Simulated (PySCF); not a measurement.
Vertical excitations of a molecule C₃H₈OSi₂ from TDDFT-LC-ωPBE/def2-SVPD run with PySCF, as energy in eV (oscillator strength): 6.13 (0.145), 6.69 (0.013), 6.80 (0.002), 7.53 (0.002), 7.63 (0.004), 7.86 (0.003), 8.08 (0.013), 8.20 (0.029), 8.26 (0.111), 8.36 (0.005). Lowest triplet (TDA): 3.94 eV. Geometry optimised at B3LYP-D3(BJ)/def2-SVP. Other conformers were not sampled.

Which structure fits?
A. [SiH3][SiH2][C@@H]1C=CO1
B. C#C[Si@H](C)O[SiH3]
C. [SiH3][C@@H]1C=C[SiH2]O1
D. [SiH3][C@H]1OC=C[SiH2]1

D, [SiH3][C@H]1OC=C[SiH2]1
